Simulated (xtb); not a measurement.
Si(H)(Cl)2(Me) (CH4Cl2Si), SMILES C[SiH](Cl)Cl. All values are semi-empirical tight-binding results from xtb (GFN2-xTB unless named), good for trends rather than for accurate numbers. The structure is a stationary point at GFN2-xTB.

Optimised geometry:

```xyz
8

Si    -0.1234    -0.0726     0.5287
C     -1.9992    -0.3100     0.3779
Cl     0.8226    -1.5004    -0.5428
Cl     0.3862     1.7422    -0.1991
H      0.3422    -0.1584     1.9067
H     -2.3030    -1.2892     0.7362
H     -2.5381     0.4349     0.9561
H     -2.3279    -0.2228    -0.6556
```
Charge 0, spin multiplicity 1.

Computed properties:
```
Quantity                                        Value
--------------------------------------  -------------
point group as xtb finds it                        Cs
orbital gap                                   6.41 eV
dipole moment                                  2.14 D
zero-point energy                       30.0 kcal/mol
G − E(el) at 298.15 K (modified RRHO)   10.5 kcal/mol
static polarisability (D4 model)           69.0 bohr³
solvation energy, GFN2-xTB/ALPB(water)  -1.5 kcal/mol
solvation energy, GFN2-xTB/ALPB(dmso)   -4.5 kcal/mol
```

Question: Give the atomic charges and the Wiberg bond orders between heavy atoms. (Estimate from the structure and the level; the computed values follow.)

Answer: charges (e) Si1 0.53, C2 -0.20, Cl3 -0.22, Cl4 -0.22, H5 -0.04, H6 0.05, H7 0.05, H8 0.06. Bond orders Si1–C2 0.92, Si1–Cl3 1.10, Si1–Cl4 1.10.
